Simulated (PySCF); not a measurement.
Al(Cl)(Br)(Me), CH3AlBrCl, SMILES [CH3][Al]([Cl])[Br] (PBE0/def2-SVP optimised geometry):

```
7

Al    -0.017     0.172     0.000
Cl     2.085     0.172     0.000
Br    -1.020     2.188     0.000
C     -1.015    -1.485     0.015
H     -2.085    -1.325    -0.180
H     -0.916    -1.973     0.999
H     -0.618    -2.188    -0.735
```

Level of theory: PBE0/def2-TZVP (PySCF).

### Question
What are the frontier orbital energies and the dipole moment?

### Answer
HOMO-2 -8.86 eV, HOMO-1 -8.85 eV, HOMO -8.54 eV, LUMO -1.04 eV, LUMO+1 -0.65 eV; dipole moment 2.02 D.

On the same geometry PBE/def2-TZVP in PySCF 2.14.0 gives HOMO-2 -7.56 eV, HOMO-1 -7.53 eV, HOMO -7.25 eV, LUMO -1.80 eV, LUMO+1 -1.47 eV; dipole moment 1.95 D.

Meta-Löwdin charges at PBE0/def2-TZVP: Al1 0.85, Cl2 -0.33, Br3 -0.29, C4 -0.66, H5 0.14, H6 0.14, H7 0.14.
